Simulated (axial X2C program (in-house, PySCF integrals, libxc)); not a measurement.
## Low determinants of CsCl⁺ at the PBE0 level, 2c

Computed with an in-house relativistic program for diatomic molecules. Two-component (2c) means X2C with spin–orbit coupling and atomic mean-field two-electron Coulomb and Gaunt terms. Basis: Cs dyall-cv3z [15s15p9d4f1g], Cl dyall-av3z [9s8p3d2f] (cores contracted in-house); Gaussian nuclei, density fitting, unrestricted open shells. Masses: Cs 132.905 u, Cl 34.969 u.

Search at 3.694 Å (vertical energies from the lowest determinant):

| ΔE (eV) | state | electrons beyond evenly filled partner blocks | electrons in ±ω = 1/2, 3/2, 5/2, 7/2 |
| --- | --- | --- | --- |
| 0.00 | Ω = 3/2 | ω = 3/2 | 48 19 4 0 |
| 0.07 | Ω = 1/2 | ω = 1/2 | 47 20 4 0 |

Lowest determinant, Ω = 3/2 (⟨Sz⟩ = 0.50, ⟨Lz⟩ = 1.00 at PBE0): Re = 3.663 Å, ωe = 63.9 cm⁻¹.

The determinant in row 2 of the search, Ω = 1/2 (⟨Sz⟩ = -0.48, ⟨Lz⟩ = 0.98 at PBE0), was followed along the bond at PBE0; measured from the minimum of the lowest determinant it gives:

Te = 0.069 eV (553 cm⁻¹), Re = 3.670 Å, ωe = 63.1 cm⁻¹.

Task: Compare the bond of the determinant in row 2 with that of the lowest one.

Result: At PBE0 its Re is 0.007 Å longer and its force constant, which goes as ωe², is 0.98 times that of the lowest determinant. T0 ≈ Te + Δωe/2 = 553 + (0) = 553 cm⁻¹.

The search compares states at one distance, so a state with another bond length can lie lower; it is not exhaustive and yields mostly the lowest determinant of each block pattern, so other components and higher states of one pattern are missing. These are energies of single determinants, not of spin-adapted states; PBE0 term energies can be off by some tenths of an eV, and the functional has no current term. The lowest determinant need not be the ground state where others lie within half an eV.
